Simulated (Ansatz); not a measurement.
Mulliken charges of CH6ClNSi, SMILES `N[SiH2]CCl` from r2SCAN/def2-TZVPP in Ansatz (PBE0-D4/def2-TZVP geometry).

```
atom   x (Å)   y (Å)   z (Å)  charge (e)
  N1  -1.439   0.297  -0.848      -0.448
 Si2  -0.406  -0.627   0.155       0.415
  C3   1.228   0.207   0.604      -0.112
 Cl4   2.099   0.613  -0.906      -0.186
  H5  -1.153   0.533  -1.785       0.161
  H6  -2.023   1.015  -0.453       0.157
  H7  -0.054  -1.892  -0.536      -0.074
  H8  -1.131  -0.889   1.428      -0.089
  H9   1.086   1.138   1.155       0.086
 H10   1.877  -0.446   1.190       0.091
```

Q: By hand: the dipole of these point charges (1 e Å = 4.8032 D).

A: Σ q r = (-0.186, -0.009, 0.307) e Å, of length 0.359 e Å = 1.72 D.

Q: How does the dipole of the full density compare? (An estimate is asked.)

A: The calculation gave: (-0.207, 0.182, 0.203) e Å, 1.64 D; the point charges give 1.05 times that, at 36° from its direction.

Point charges leave out the atoms' own dipoles, such as those of lone pairs, and Mulliken's split depends on the basis, so the two needn't agree.
